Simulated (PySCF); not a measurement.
A structure optimised at B3LYP-D3(BJ)/def2-SVP, used in a PySCF frequency run:

```
C
C 1 1.3377
H 1 1.0947 2 120.33
H 2 1.0950 1 121.11 3 1.81
C 2 1.5051 4 117.02 1 -179.81
H 5 1.1034 2 110.17 4 -50.57
O 5 1.4093 6 106.50 2 123.40
C 7 1.4133 5 113.16 6 -165.31
H 8 1.1001 7 106.60 5 -173.58
H 8 1.1102 9 107.78 7 -118.49
H 5 1.1142 6 106.32 7 118.13
C 1 1.5064 3 118.58 2 179.62
H 12 1.1041 1 110.57 3 -41.53
H 12 1.1057 13 106.27 1 -119.56
```
Charge 0, spin multiplicity 1.

Question: Write its SMILES and formula.

Answer: C1=CCOCC1, C5H8O

Question: What are its rotational constants (standard atomic weights)?

Answer: 5.0727, 4.8479, 2.7000 GHz
